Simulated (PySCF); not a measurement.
2-hydroxyethyl prop-2-enoate (C5H8O3), SMILES C=CC(=O)OCCO.

Coordinates come from a PBE-D3(BJ)/def2-SVP optimisation. Other conformers were not sampled.

Method: PBE-D3(BJ)/def2-SVP in PySCF 2.14.0.

Frequencies are harmonic and unscaled.

```tsv
mode	ν (cm⁻¹)	IR (km/mol)	moving atoms (share of kinetic energy)
1	63	1.5	O 52 %, C 37 %, H 11 %
2	67	0.2	O 46 %, C 34 %, H 20 %
3	94	3.1	H 41 %, C 30 %, O 29 %
4	143	0.0	C 52 %, H 32 %, O 16 %
5	224	3.7	C 50 %, H 28 %, O 22 %
6	290	24.8	H 51 %, C 29 %, O 21 %
7	317	58.0	O 44 %, H 30 %, C 26 %
8	345	67.1	H 51 %, O 32 %, C 17 %
9	372	11.5	C 46 %, O 39 %, H 15 %
10	511	0.6	H 54 %, C 32 %, O 14 %
11	555	1.2	O 46 %, C 36 %, H 18 %
12	654	3.5	O 42 %, C 33 %, H 24 %
13	776	3.6	H 83 %, C 14 %
14	796	20.8	C 74 %, H 18 %, O 9 %
15	854	7.1	O 48 %, H 33 %, C 19 %
16	952	18.8	H 70 %, C 30 %
17	990	18.4	H 94 %
18	1013	1.9	C 57 %, H 24 %, O 19 %
19	1027	44.5	C 50 %, H 31 %, O 19 %
20	1035	13.1	H 55 %, C 34 %, O 11 %
21	1064	99.1	C 43 %, H 42 %, O 15 %
22	1094	35.7	C 46 %, O 29 %, H 25 %
23	1163	256.2	C 50 %, H 37 %, O 14 %
24	1194	107.9	H 64 %, C 22 %, O 14 %
25	1269	75.1	H 63 %, C 34 %
26	1273	5.9	H 89 %, C 9 %
27	1298	14.5	H 74 %, C 20 %
28	1350	30.1	H 81 %, C 12 %
29	1361	27.0	H 77 %, C 21 %
30	1375	49.3	H 69 %, C 29 %
31	1405	20.4	H 90 %, C 9 %
32	1444	2.8	H 92 %
33	1658	23.1	C 89 %, H 11 %
34	1768	149.2	C 65 %, O 34 %
35	2915	53.9	H 94 %
36	2987	39.5	H 95 %
37	3038	5.8	H 91 %, C 9 %
38	3062	14.4	H 90 %, C 10 %
39	3081	2.6	H 95 %
40	3125	2.9	H 91 %, C 9 %
41	3190	0.6	H 89 %, C 11 %
42	3699	22.7	H 94 %
```
